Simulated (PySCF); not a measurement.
# Worked example: dipole moment from atomic charges

Mo(O)(Cl)(OH)3 (ClH3MoO4), SMILES [O]=[Mo]([OH])([OH])([OH])[Cl], multiplicity 1. Atoms are numbered in the order given.

```xyz
9

Mo     0.3150     0.1262    -0.0272
O      0.6874     1.7489    -0.0024
Cl    -2.0520    -0.4905     0.0929
O      1.8932    -0.8750    -0.1066
H      2.6518    -0.6928     0.4689
O      0.0846    -0.1302     1.8204
H     -0.6771    -0.6031     2.1890
O     -0.0928    -0.1311    -1.8301
H     -0.9004    -0.5650    -2.1463
```

Geometry optimised at B3LYP-D3(BJ)/def2-SVP. The spin state was assumed, not searched. The structure was generated by enumeration; whether it is a known compound was not checked. The def2 effective core potentials stand for the cores of Mo; spin–orbit coupling is left out. Other conformers were not sampled.

Charges (e) from CAM-B3LYP/def2-TZVP (PySCF):

| atom | Mulliken | ESP fit |
|---|---|---|
| Mo1 | 1.731 | 1.193 |
| O2 | -0.489 | -0.315 |
| Cl3 | -0.424 | -0.371 |
| O4 | -0.669 | -0.607 |
| H5 | 0.360 | 0.453 |
| O6 | -0.618 | -0.630 |
| H7 | 0.361 | 0.427 |
| O8 | -0.616 | -0.563 |
| H9 | 0.363 | 0.414 |

The dipole moment of the full density is 2.25 D.

**Question.** What dipole moment does each set of point charges give, and which comes closer to that of the density?

**Answer.** 
μ = Σ q r, and 1 e Å = 4.8032 D.
Mulliken: Σ q r = (0.201, -0.354, 0.168) e Å, |μ| = 2.12 D.
ESP fit: Σ q r = (0.310, -0.337, 0.141) e Å, |μ| = 2.30 D.
ESP fit comes closer in size. Point charges leave out the atoms' own dipoles (lone pairs, polarised bonds); fits to the potential absorb them, partitions of the density don't.
